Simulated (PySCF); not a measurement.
Trend along the second period: MI molecules

HF with triple-zeta basis sets in PySCF, for the lowest determinant that a PBE0 search found; no spin–orbit coupling. De refers to high-spin ground-configuration atoms. A positive dipole means M(−)I(+).

```tsv
M	basis	reference	state (unpaired electrons)	Re (Å)	ωe (cm⁻¹)	De (eV)	μ (D)
Li	def2-TZVPP	RHF	singlet (closed shell)	2.420	494	2.79	-7.74
Be	def2-TZVPP	UHF	doublet (σ ↑)	2.212	604	2.31	-1.04
B	def2-TZVPP	RHF	singlet (closed shell)	2.152	567	2.22	0.95
C	def2-TZVPP	UHF	doublet (π ↑)	2.056	616	1.02	1.04
F	def2-TZVPP	RHF	singlet (closed shell)	1.868	700	0.80	2.14
```

The shortest bond is that of IF (1.868 Å), the longest that of LiI (2.420 Å). LiI is bound most strongly (2.79 eV) and IF least (0.80 eV).

The state changes along the series, so neighbouring rows are not always alike in their bonding.

Spin–orbit coupling is left out, which matters for elements this heavy, above all for dissociation energies. Where the molecule has an RHF reference, its open-shell atoms are computed with UHF. Hartree–Fock leaves out correlation, which carries a large part of most bond energies and some tenths to 1 eV of ionisation energies. States were picked by a PBE0 search and need not be the measured ground states.
